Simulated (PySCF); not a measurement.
Record of a relaxation.

Sn2(F)4.
Bonds: Sn1–F2, Sn1–F3, Sn1–F6, F3–Sn4, Sn4–F5, Sn4–F6.

Computed by this run: PySCF 2.14.0, PBE0-D3(BJ)/def2-SVP geometry optimisation, gas phase, def2 core potentials past Kr; density fitting, grid level 1; the optimiser is geomeTRIC in internal coordinates, started from a GFN2-xTB structure with every atom displaced at random (about 0.03 Å). 14 of its 18 geometries are shown. The frame can shift and turn from step to step; on so coarse a grid that alone can change the energy by a few meV, and forces under 0.02 eV/Å are noise.

Step 0: E = -22515.9856 eV, largest atomic force 2.888 eV/Å
```
atom  x, y, z in Å  |  force x, y, z in eV/Å
Sn1     0.002    0.322    1.905   -2.313  -0.788  -1.540
F2     -1.951   -0.158    2.606    2.401   0.490  -1.077
F3      0.420   -1.296    0.260   -0.219   1.395  -0.070
Sn4     0.160   -0.390   -1.904   -0.426   0.499   1.655
F5      1.926    0.123   -2.644   -0.306   0.000   0.593
F6     -0.494    1.305   -0.293    0.864  -1.596   0.438
```

Step 1: E = -22516.6748 eV, largest atomic force 1.999 eV/Å
```
atom  x, y, z in Å  |  force x, y, z in eV/Å
Sn1    -0.028    0.340    1.819   -1.451  -0.386  -0.816
F2     -1.910   -0.145    2.535    1.696   0.356  -0.996
F3      0.398   -1.232    0.183    0.021   0.640   0.192
Sn4     0.148   -0.424   -1.825   -0.557   0.478   0.668
F5      1.894    0.128   -2.577   -0.187  -0.019   0.635
F6     -0.439    1.238   -0.205    0.477  -1.070   0.317
```

Step 3: E = -22517.2844 eV, largest atomic force 2.357 eV/Å
```
atom  x, y, z in Å  |  force x, y, z in eV/Å
Sn1     0.041    0.375    1.736    1.997   0.732  -1.017
F2     -1.705   -0.163    2.224   -1.653  -0.600   0.111
F3      0.502   -1.155    0.212   -0.119  -0.068   0.180
Sn4    -0.061   -0.520   -1.749   -0.051   0.670   0.584
F5      1.689    0.219   -2.222   -0.081  -0.106   0.120
F6     -0.403    1.148   -0.271   -0.094  -0.629   0.022
```

Step 4: E = -22517.4710 eV, largest atomic force 0.742 eV/Å
```
atom  x, y, z in Å  |  force x, y, z in eV/Å
Sn1     0.198    0.392    1.659   -0.667   0.091  -0.154
F2     -1.659   -0.186    2.073    0.696   0.115  -0.232
F3      0.563   -1.174    0.223   -0.116  -0.037   0.217
Sn4    -0.157   -0.498   -1.666   -0.308   0.124  -0.083
F5      1.601    0.230   -2.064    0.227   0.071  -0.045
F6     -0.483    1.139   -0.294    0.168  -0.365   0.297
```

Step 5: E = -22517.5012 eV, largest atomic force 0.358 eV/Å
```
atom  x, y, z in Å  |  force x, y, z in eV/Å
Sn1     0.215    0.427    1.648   -0.062   0.044   0.046
F2     -1.612   -0.184    1.998    0.082  -0.022  -0.004
F3      0.542   -1.178    0.288   -0.158   0.013  -0.321
Sn4    -0.188   -0.488   -1.675    0.126  -0.184   0.277
F5      1.585    0.239   -2.049    0.025  -0.010  -0.019
F6     -0.478    1.087   -0.280   -0.012   0.159   0.022
```

Step 7: E = -22517.5162 eV, largest atomic force 0.062 eV/Å
```
atom  x, y, z in Å  |  force x, y, z in eV/Å
Sn1     0.204    0.437    1.650   -0.035  -0.010  -0.036
F2     -1.613   -0.194    2.010    0.059   0.003  -0.018
F3      0.500   -1.177    0.256   -0.011  -0.025   0.039
Sn4    -0.174   -0.498   -1.664    0.016   0.060  -0.002
F5      1.605    0.218   -2.046   -0.022  -0.047   0.018
F6     -0.458    1.118   -0.276   -0.008   0.018  -0.001
```

Step 8: E = -22517.5175 eV, largest atomic force 0.072 eV/Å
```
atom  x, y, z in Å  |  force x, y, z in eV/Å
Sn1     0.209    0.436    1.642    0.016   0.013   0.040
F2     -1.605   -0.197    2.003    0.011  -0.003  -0.007
F3      0.496   -1.187    0.263   -0.038   0.041  -0.045
Sn4    -0.181   -0.487   -1.659   -0.020  -0.010   0.010
F5      1.603    0.209   -2.043    0.017  -0.026   0.016
F6     -0.459    1.131   -0.275    0.014  -0.014  -0.014
```

Step 9: E = -22517.5190 eV, largest atomic force 0.043 eV/Å
```
atom  x, y, z in Å  |  force x, y, z in eV/Å
Sn1     0.216    0.444    1.640    0.013   0.011   0.021
F2     -1.594   -0.197    1.996   -0.012   0.004   0.013
F3      0.485   -1.181    0.263   -0.006   0.000  -0.021
Sn4    -0.190   -0.488   -1.657   -0.036  -0.016  -0.015
F5      1.602    0.192   -2.034    0.032  -0.020   0.003
F6     -0.456    1.134   -0.277    0.010   0.022  -0.001
```

Step 10: E = -22517.5208 eV, largest atomic force 0.039 eV/Å
```
atom  x, y, z in Å  |  force x, y, z in eV/Å
Sn1     0.223    0.456    1.638    0.009  -0.012   0.001
F2     -1.584   -0.192    1.998   -0.022   0.026   0.017
F3      0.465   -1.175    0.261    0.013  -0.011   0.019
Sn4    -0.204   -0.485   -1.654    0.002   0.019  -0.034
F5      1.606    0.150   -2.031   -0.012  -0.031  -0.002
F6     -0.443    1.150   -0.281    0.011   0.010  -0.002
```

Step 12: E = -22517.5245 eV, largest atomic force 0.068 eV/Å
```
atom  x, y, z in Å  |  force x, y, z in eV/Å
Sn1     0.240    0.477    1.634    0.003  -0.045  -0.013
F2     -1.573   -0.141    2.022   -0.008   0.068   0.000
F3      0.420   -1.169    0.265    0.012  -0.022   0.031
Sn4    -0.235   -0.478   -1.654    0.019   0.017   0.000
F5      1.611    0.035   -2.044   -0.029   0.003  -0.014
F6     -0.400    1.180   -0.292    0.003  -0.020  -0.005
```

Step 13: E = -22517.5226 eV, largest atomic force 0.123 eV/Å
```
atom  x, y, z in Å  |  force x, y, z in eV/Å
Sn1     0.283    0.473    1.625    0.023   0.026   0.010
F2     -1.573    0.070    2.099    0.064  -0.016  -0.104
F3      0.343   -1.200    0.283   -0.064  -0.006  -0.041
Sn4    -0.273   -0.495   -1.661    0.021  -0.029   0.077
F5      1.597   -0.127   -2.095   -0.020   0.040   0.022
F6     -0.314    1.183   -0.321   -0.024  -0.015   0.036
```

Step 14: E = -22517.5280 eV, largest atomic force 0.054 eV/Å
```
atom  x, y, z in Å  |  force x, y, z in eV/Å
Sn1     0.287    0.476    1.621    0.028   0.003   0.026
F2     -1.564    0.028    2.066    0.022   0.005  -0.046
F3      0.353   -1.198    0.281   -0.035  -0.012  -0.028
Sn4    -0.276   -0.493   -1.653    0.021  -0.034   0.036
F5      1.591   -0.093   -2.070   -0.015   0.031  -0.002
F6     -0.329    1.184   -0.314   -0.022   0.008   0.015
```

Step 16: E = -22517.5303 eV, largest atomic force under 0.02 eV/Å
```
atom  x, y, z in Å  |  force x, y, z in eV/Å
Sn1     0.294    0.469    1.620    0.008  -0.003   0.001
F2     -1.557    0.008    2.044    0.000   0.004   0.002
F3      0.363   -1.206    0.277   -0.003  -0.002  -0.005
Sn4    -0.273   -0.497   -1.648   -0.002  -0.005   0.005
F5      1.583   -0.046   -2.059   -0.004   0.005  -0.006
F6     -0.348    1.176   -0.304    0.002   0.001   0.004
```

Step 17: E = -22517.5303 eV, largest atomic force under 0.02 eV/Å
```
atom  x, y, z in Å  |  force x, y, z in eV/Å
Sn1     0.297    0.468    1.619    0.006  -0.003   0.002
F2     -1.555    0.010    2.045    0.002   0.002   0.002
F3      0.362   -1.207    0.277   -0.002  -0.001  -0.004
Sn4    -0.275   -0.497   -1.647   -0.002  -0.002   0.003
F5      1.581   -0.045   -2.060   -0.004   0.003  -0.006
F6     -0.347    1.176   -0.304    0.000   0.001   0.003
```

Q: Summarise the path.

A: The energy falls by 35.62 kcal/mol from step 0 to step 17; nine tenths of that is first reached at step 4. It rises by more than 0.2 meV at steps 13 and 16. The largest force goes from 2.888 to under 0.02 eV/Å. Among the bonds Sn1–F6 changes most, from 2.458 to 2.148 Å; the atoms move by 0.468 Å rms after alignment.

The cost below is that of the whole optimisation. On one thread, Arm Neoverse V1 (aarch64) (shared host), this took 2.0 min of wall time and 0.42 GiB of memory at its peak.
